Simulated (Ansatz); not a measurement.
# triplet Si: levels of theory in one basis

A single Si atom.

Basis set: def2-TZVP (spherical functions). Left uncorrelated: 5 orbitals. Correlation on ROHF uses semicanonical orbitals with singles. Charge 0, multiplicity 3.

Computed with Ansatz (development build ahead of 0.2.0); each method stands on the lowest determinant of its kind that the runs found.

```
method  E − E(ROHF) (eV)  <S²> of the determinant
  ROHF              0.00                     2.00
   UHF             -0.11                     2.02
```

Q: What does ROHF-MP2 give on the same scale?

A: -1.61 eV.

Q: Is a single determinant a sound starting point here?

A: By this sign, yes. Unrestricted orbitals gain 0.11 eV and <S²> is 2.02 against 2.00 for a pure state.
